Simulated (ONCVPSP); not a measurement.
**Configuration tests for Be (ONCV)**

```json
{
  "Element": "Be",
  "Generator": "ONCVPSP 4.0.1",
  "Type": "optimised norm-conserving Vanderbilt (ONCV)",
  "Functional": "PBEsol",
  "Relativity": "scalar-relativistic",
  "Frozen core": "none",
  "Valence charge": "4",
  "Reference configuration": "1s2 2s1 (charge +1)",
  "Partial waves": "1s+2s: rc 0.70 bohr, ncon 5, nbas 8, qcut 18.6 1/bohr, 2 projectors; p scattering state at 0.04 Ha: rc 0.65 bohr, ncon 4, nbas 8, qcut 11.2 1/bohr, 2 projectors, debl 2.7 Ha",
  "Local potential": "polynomial inside 0.45 bohr (lpopt 4, dvloc0 0 Ha)",
  "Core correction": "none"
}
```

Energies are relative to the spin-unpolarised reference configuration 1s2 2s1; without spin polarisation the order of configurations can differ from experiment.

(1) Give the all-electron excitation energy and the error of the potential for: 1s2 2s2; 1s2 2s0; 1s2 2s1.5; 1s1 2s2.

## Answers

(1)

```json
{"valence configuration": "1s2 2s2", "charge": "0", "ΔE all-electron (eV)": "-9.458", "error AE − PS (meV)": "+0.1"}
{"valence configuration": "1s2 2s0", "charge": "+2", "ΔE all-electron (eV)": "17.726", "error AE − PS (meV)": "+0.9"}
{"valence configuration": "1s2 2s1.5", "charge": "+0.5", "ΔE all-electron (eV)": "-5.736", "error AE − PS (meV)": "0.0"}
{"valence configuration": "1s1 2s2", "charge": "+1", "ΔE all-electron (eV)": "117.910", "error AE − PS (meV)": "+419"}
```
